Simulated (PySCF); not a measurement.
# One molecule, a ladder of functionals, a line

Molecule: SMILES CNB(C)O, C$_{2}$H$_{8}$BNO.

Atom-mapped SMILES (the numbers label the heavy atoms): `[CH3:1][NH:2][B:3]([CH3:4])[OH:5]` (H(Xn): hydrogen on atom n).

GIAO shieldings (ppm, equivalent atoms averaged) in PySCF on the PBE0-D3(BJ)/def2-SVP geometry, basis pcSseg-2, gas phase, non-relativistic:

```csv
functional,exact exchange (%),σ(C1),σ(N2),σ(B3),σ(O5)
BLYP,0,142.3,169.6,60.9,196.9
BP86,0,146.7,174.0,64.0,198.2
PBE,0,147.1,173.7,63.3,197.5
B3LYP,20,147.6,176.7,64.6,205.7
mPW1PW91,25,152.2,181.6,67.7,208.6
BHandHLYP,50,154.0,186.2,70.2,217.3
HF,100,162.9,200.9,80.7,234.3
```

Question: Fit each shielding as a line in the percentage of exact exchange.

Answer: σ(C1) = 145.5 + 0.18 x (rms 1.8 ppm); σ(N2) = 172.5 + 0.28 x (rms 1.6 ppm); σ(B3) = 62.4 + 0.18 x (rms 1.2 ppm); σ(O5) = 198.0 + 0.37 x (rms 0.8 ppm). The functionals also differ in their semilocal parts, which the line can't hold; Hartree–Fock has no correlation at all.

Question: What does the line predict for PBE0 (25 %), and what does the run give?

Answer: σ(C1): 150.0 predicted, 152.9 computed; σ(N2): 179.5 predicted, 182.2 computed; σ(B3): 66.9 predicted, 67.8 computed; σ(O5): 207.2 predicted, 208.4 computed ppm.
